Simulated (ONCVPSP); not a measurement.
Reading a pseudo-wave (phosphorus (P))

Columns: radius, all-electron u(r) and pseudo u(r) of the 2p shell (level -135.16 eV) of phosphorus in the configuration [He] 2s2 2p6 3s2 3p2; LDA (Perdew-Wang 92), scalar-relativistic, ONCV scheme, ONCVPSP 4.0.1.

```tsv
r (bohr)	all-electron	pseudo
0.053	0.2059	0.0776
0.105	0.5610	0.2856
0.158	0.8948	0.5843
0.210	1.1378	0.9001
0.262	1.2906	1.1785
0.315	1.3657	1.3792
0.368	1.3780	1.4769
0.420	1.3463	1.4793
0.473	1.2837	1.4089
0.525	1.2035	1.2980
0.578	1.1115	1.1695
0.630	1.0170	1.0459
0.683	0.9206	0.9313
0.735	0.8289	0.8315
0.788	0.7403	0.7404
0.840	0.6592	0.6591
0.893	0.5831	0.5830
0.945	0.5152	0.5151
0.998	0.4525	0.4524
1.050	0.3974	0.3973
1.102	0.3482	0.3481
1.155	0.3036	0.3036
1.208	0.2643	0.2642
1.260	0.2302	0.2302
1.313	0.1997	0.1997
1.365	0.1735	0.1734
```

Q: How many radial nodes do the two functions have?

A: The all-electron 2p function has n − l − 1 = 0; the pseudo-wave has 0.

Q: At about which radius was the pseudo-wave matched?

A: 0.85 bohr. The columns agree to 0.0005 from 0.79 bohr on; several derivatives are matched, so the curves merge somewhat inside the radius.

Q: Is the pseudo-wave norm-conserving?

A: Yes: the ONCV scheme keeps the norm inside the radius equal to the all-electron one, which fixes the energy derivative of the logarithmic derivative at the level.
